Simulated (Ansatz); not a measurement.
Compare A (`C=CS[SiH2]C`) with its isomer B (`C=CSC[SiH3]`).

Program: Ansatz. Geometries: PBE0-D4/def2-TZVP. ΔE: electronic, gas phase. CBS: MP2 limit from def2 TZ/QZ plus the TZ coupled-cluster correction, frozen cores. Functionals use def2-TZVPP. B3LYP here is the variant with VWN-RPA as its local correlation; programs differ in this. Each species was taken in one conformer, which may not be the lowest.

(1) Which isomer does CCSD(T)/CBS put lower? Give the gap. (Estimate.)

(2) Give E(B) − E(A) in kcal/mol with B3LYP, B2PLYP, MP2/def2-TZVPP, CCSD(T)/def2-TZVPP, CCSD/def2-TZVPP, B3LYP-D4, r2SCAN-D4. (An estimate is asked.)

Largest T1 diagnostic: 0.012.

Answers

(1) The calculation gave: A, by 26.3 kcal/mol.

(2) Ansatz gave: B3LYP 26.3, B2PLYP 26.4, MP2/def2-TZVPP 26.6, CCSD(T)/def2-TZVPP 25.9, CCSD/def2-TZVPP 26.2, B3LYP-D4 25.7, r2SCAN-D4 26.8. None reverses the order clearly.

From PBE to PBE0 (25 % exact exchange), in def2-TZVPP and without D4, E(B) − E(A) moves by +0.8 kcal/mol.
